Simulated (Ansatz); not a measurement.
Reaction (ligand exchange at a Zn–F bond): `[F][ZnH]` + `[OH][GeH3]` → `[ZnH][O][GeH3]` + H–F

Program: Ansatz. Geometries: PBE0-D4/def2-TZVP. ΔE: electronic, gas phase. CCSD(T)/CBS adds triple-zeta CCSD(T) − MP2 to the extrapolated MP2 energy (def2 sets, frozen cores). This one scheme is used for every species. Functionals use def2-TZVPP. B3LYP here is the variant with VWN-RPA as its local correlation; programs differ in this. For Ge, Zn outer-core shells are correlated without core-valence functions, which leaves a few kJ/mol of doubt a bond. Scalar relativity is left out up to krypton.

`[F][ZnH]`:

```xyz
3

F    -1.310    1.019    0.172
Zn    0.064   -0.049   -0.008
H     1.246   -0.970   -0.163
```

`[OH][GeH3]`:

```xyz
6

O    -1.342    0.285    0.040
Ge    0.399   -0.030   -0.184
H    -1.644    0.073    0.925
H     0.670    0.366   -1.638
H     0.698   -1.522    0.059
H     1.219    0.829    0.797
```

`[ZnH][O][GeH3]`:

```xyz
7

Zn    1.206   -0.427    1.692
O     0.805    0.078    0.051
Ge   -0.607    0.259   -0.980
H     1.622   -0.848    3.084
H    -1.826   -0.462   -0.361
H    -0.922    1.760   -1.134
H    -0.277   -0.359   -2.352
```

H–F:

```xyz
2

F    -0.239   -0.278   -0.278
H     0.239    0.278    0.278
```

```tsv
level	ΔE (kJ/mol)	difference from CCSD(T)/CBS
LDA (SPW92)	23.2	2.6
r2SCAN-D4	27.9	7.3
B97M-V	30.3	9.7
PBE0-D4	25.5	4.9
B3LYP-D4	27.8	7.2
PBE	31.9	11.3
revPBE	34.4	13.8
r2SCAN0	26.5	5.9
MP2/def2-SVP	9.6	-11.0
SCS-MP2/def2-QZVPP	19.7	-0.9
CCSD(T)/CBS	20.6	0
```

Largest T1 diagnostic among the species: 0.018.

In def2-TZVPP, CCSD(T) changes the Hartree–Fock value by −14.9 kJ/mol (the triples alone add −2.5 kJ/mol) and MP2 by −20.1 kJ/mol. From PBE to PBE0 (25 % exact exchange), in def2-TZVPP and without D4, ΔE moves by −3.4 kJ/mol. Leaving LDA and LC-ωPBE aside and taking each functional with its dispersion term where it has one, the values, not all of them listed here, spread over 9.6 kJ/mol, from PBE-QIDH to B97M-V. LDA lies −8.7 kJ/mol from PBE without D4.
